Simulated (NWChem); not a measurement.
# InH2O2Br; SMILES [OH][In]([OH])[Br]

```xyz
6

In    -0.0059    -0.6725     0.0000
Br    -0.0081     1.8193     0.0000
O     -1.7598    -1.6550     0.0000
H     -1.5653    -2.6144     0.0000
O      1.7183    -1.7217     0.0000
H      2.4673    -1.0926     0.0000
```
Atoms are numbered in this order, from 1.

Results from NWChem. The geometry was optimised at PBE-D3(BJ)/def2-SVP. def2 effective core potentials on In; no spin-orbit coupling.

**Question.** Among these, which level gives the highest value of “dipole (D)”?
(A) Hartree-Fock/def2-TZVPP
(B) Hartree-Fock/def2-SVPD
(C) Hartree-Fock/def2-SVP
(D) Hartree-Fock/def2-TZVP

**Answer.** C, Hartree-Fock/def2-SVP. Values: Hartree-Fock/def2-SVPD 1.41; Hartree-Fock/def2-TZVPP 1.46; Hartree-Fock/def2-TZVP 1.49; Hartree-Fock/def2-SVP 1.61
